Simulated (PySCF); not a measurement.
C₄H₆, triplet, at a GFN2-xTB geometry (a higher spin typed on purpose: for a closed-shell molecule this is an excited state). Base run: M062X/6-31G* (PySCF).

Here is a job for PySCF.
```python
from pyscf import gto, scf, dft, solvent

mol = gto.Mole()
mol.atom = '''
    C     1.752156    0.251476   -0.687494
    C     0.650724   -0.063023    0.174551
    C    -0.687601    0.059309   -0.164420
    C    -1.725363   -0.245536    0.671225
    H     2.197628    1.231536   -0.690199
    H     2.198931   -0.497077   -1.319184
    H     0.876362   -0.427372    1.176344
    H    -0.915441    0.421177   -1.159399
    H    -2.747596   -0.133189    0.360350
    H    -1.549378   -0.608430    1.668917
'''
mol.basis = '6-31g*'
mol.charge = 0
mol.spin = 2
mol.verbose = 4
mol.build()

mf = dft.UKS(mol)
mf.xc = 'm062x'
mf.kernel()
```

The base run was repeated with changes; each row names its change, and settings that it needs were set with it.

```csv
change,ΔE vs base (kcal/mol),dipole (D)
base,0.000,0.20
model = IEF-PCM; solvent = chloroform,-1.17,0.25
model = ddCOSMO; solvent = dichloromethane,-0.88,0.26
model = IEF-PCM; solvent = dichloromethane; vdw_scale = 1.0,-2.90,0.31
model = IEF-PCM; solvent = dichloromethane; r_probe = 0.5,-0.429,0.23
model = SS(V)PE; solvent = dichloromethane,-1.40,0.26
model = IEF-PCM; solvent = dichloromethane; vdw_scale = 1.1,-2.02,0.28
model = IEF-PCM; solvent = acetonitrile,-1.64,0.28
model = IEF-PCM; solvent = dichloromethane; lebedev_order = 11,-1.34,0.26
model = IEF-PCM; solvent = dichloromethane,-1.41,0.27
model = IEF-PCM; solvent = toluene,-0.76,0.24
model = IEF-PCM; solvent = dichloromethane; vdw_scale = 1.4,-0.70,0.24
```

The base is the gas phase, so ΔE is the electrostatic part of solvation at a fixed geometry, without cavity and dispersion terms.

Open shells are given as the SCF converged; they aren't shown to be the lowest states, and a large step between rows can be another state.
